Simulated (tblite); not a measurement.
Compound: C7H5FO2S.
Atom-mapped SMILES: `[CH3:1][C:2](=[O:3])[c:4]1[cH:5][cH:6][s:7][c:8]1[C:9](=[O:10])[F:11]` (hydrogens: H12, H13, H14 on C1; H15 on C5; H16 on C6)

Cartesian coordinates in Å at the GFN2-xTB level; atoms count from 1:
```xyz
16
C7H5FO2S angstrom
C     -1.6534   -0.9548    1.1514
C     -1.3917   -0.2366   -0.1424
O     -2.2429    0.1440   -0.8977
C      0.0681   -0.0678   -0.4534
C      0.7829   -0.9972   -1.2323
C      2.0851   -0.6339   -1.4217
S      2.4827    0.8449   -0.6704
C      0.8588    0.9962   -0.0696
C      0.5257    2.1540    0.7182
O      1.1949    3.0914    0.9974
F     -0.7600    2.0806    1.1964
H     -1.4113   -0.2860    1.9755
H     -1.0213   -1.8364    1.2338
H     -2.7021   -1.2311    1.2155
H      0.3434   -1.8902   -1.6383
H      2.8335   -1.1681   -1.9736
```

Level: GFN2-xTB in tblite, geometry and Hessian alike; calculated harmonic values, unscaled, isolated species. Against measured fundamentals such values can be off by several per cent, at times by over 20. One conformer, not necessarily the lowest.

Harmonic wavenumbers (cm⁻¹): 28.1, 66.8, 92.8, 100.1, 115.1, 153.9, 182.9, 297.4, 358.6, 389.9, 430.4, 452.1, 554.2, 589.1, 632.0, 659.8, 686.1, 719.1, 773.3, 842.2, 844.6, 904.9, 914.6, 979.7, 996.6, 1072.3, 1117.6, 1183.6, 1203.0, 1362.2, 1368.4, 1412.4, 1438.7, 1445.0, 1521.5, 1782.1, 1820.5, 3025.7, 3033.0, 3061.1, 3139.5, 3162.5.

A = 1262, B = 970.5, C = 612.2 MHz; mass 171.999 u (most abundant isotopes); point group C1, symmetry number 1.

Zero-point energy?

Half the sum of the wavenumbers: 22457 cm⁻¹ = 64.21 kcal/mol.

Entropy at 200 K, 1 bar (ideal gas, RRHO, classical rotation)?

Translation 39.38, rotation 29.25, vibration 23.54: S = 92.2 cal/(mol K).

And Cp and H(200 K) − H(0)?

Cp = 30.36 cal/(mol K), of which vibrations give 22.41 (their classical limit is 42 R = 83.5); H(200 K) − H(0) = 4.01 kcal/mol without the zero-point energy, 2.42 from vibrations.

Which modes carry the vibrational entropy at 200 K?

28.1 cm⁻¹: 5.17; 66.8 cm⁻¹: 3.46; 92.8 cm⁻¹: 2.83; 100.1 cm⁻¹: 2.68; 115.1 cm⁻¹: 2.42; 153.9 cm⁻¹: 1.88 cal/(mol K); the other 36 give 5.10 together.

Blend soft modes into free rotors: weight 1/[1 + (100 cm⁻¹/ν̃)⁴] for the oscillator and the rest for a rotor with moment μB/(μ + B), μ = h/(8π²ν), B = 10⁻⁴⁴ kg m². What vibrational entropy results?

21.34 cal/(mol K) in place of 23.54, which changes −T·S at 200 K by +0.44 kcal/mol.

Hindered rotation and anharmonicity are outside this model. Other conformers, if any are populated, would add a mixing term that is left out. The structure is chiral; the term R ln 2 for an equal mix with its mirror image is left out.
